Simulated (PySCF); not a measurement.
Excitation energy of Xe⁺ by level of theory

Xe⁺ [Kr] 4d10 5s2 5p5 (2P) → Xe⁺ [Kr] 4d10 5s2 5p4 5d1 (high-spin determinant), as a difference of total energies. Calculation: PySCF 2.14, in aug-cc-pwCVTZ-PP with ECP28MDF (8s7p6d4f1g, 96 functions); a scalar-relativistic core potential. Correlated levels: valence: 4s2 4p6 4d10 frozen; valence and next inner shell: nothing frozen outside the core potential. The calculations carry no spin-orbit coupling.

```tsv
method	excitation energy (eV)
UHF	11.274
LDA	11.941
PBE	11.581
PBE0	11.684
r2SCAN	11.796
wB97X-V	12.140
PBEsol	11.667
revPBE	11.515
B97-3	11.864
MP2 (valence)	11.826
SCS-MP2 (valence)	11.921
MP2 (valence and next inner shell)	12.108
SCS-MP2 (valence and next inner shell)	12.127
```

How much does correlation contribute at MP2 (valence and next inner shell)?

12.108 − (11.274) = 0.834 eV, measured against UHF.

The promoted electron is Rydberg-like, and one or two diffuse shells describe it only roughly, which tends to raise the upper state.

The determinant of the upper state mixes LS terms, which raises its energy above the lowest term, most at the Hartree-Fock and MP2 levels.
